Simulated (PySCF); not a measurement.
NMR data simulated for an unnamed compound:

1H NMR (400 MHz, computed): δ 7.56 (m, 3H), 7.12 (m, 3H), 4.50 (m, 1H), 3.37 (m, 3H).

13C{1H} NMR (computed): δ 157.9 (CH), 145.0 (CH), 50.9 (CH), 34.1 (CH3).

PySCF 2.14 calculation with σ from GIAO-PBE0/pcSseg-1 and GFN2-xTB geometry; isolated molecule, single conformer, fast rotation and ring inversion assumed for equivalent nuclei, no relativistic terms.

Shifts are taken against calculated references (same method and geometry level): 1H, 13C vs TMS.

Question: Which of these does the molecule contain: a CF3 group, a non-aromatic C=C double bond, a CH3CH2 unit, an S-methyl group, an N-methyl group?

Answer: 
- A CF3 group: no.
- A non-aromatic C=C double bond: yes.
- A CH3CH2 unit: no.
- An S-methyl group: no.
- An N-methyl group: yes (δC 34.1; δH 3.37 (m)).

The data belong to SMILES CN=P12C=CC(C=C1)C=C2, C8H10NP; they needn't prove each group on their own.

Carbon signals by region: 2 in the sp2 and nitrile region (100–160 ppm), 1 at 50–100 ppm, 1 below 50 ppm.

Splittings by 31P in the carbon and heteronuclear signals aren't shown, as no couplings were computed. Shifts are as computed. Against solution values, carbons near 30 ppm lie about +3 ppm off and those near 130 ppm about +5 ppm. Of 1211 compounds with measured shifts, 218 miss one by over three times the rms of a fit or turn the order of signals round; such compounds aren't used in these exercises. Multiplicities follow the n + 1 count of equivalent neighbours, as no J values were calculated; m marks all less simple cases, F and P coupling included.
